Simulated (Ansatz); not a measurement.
Potential energy curve for BH, singlet.

Calculation: full CI/def2-TZVP, frozen core (Ansatz, a first-principles code).

Question: Relative to R = 1.24 Å, what are the energies at R = 1.16, 1.53, 1.86, 2.72 Å?

Answer: 0.062 eV at 1.16 Å, 0.513 eV at 1.53 Å, 1.460 eV at 1.86 Å, 3.100 eV at 2.72 Å.
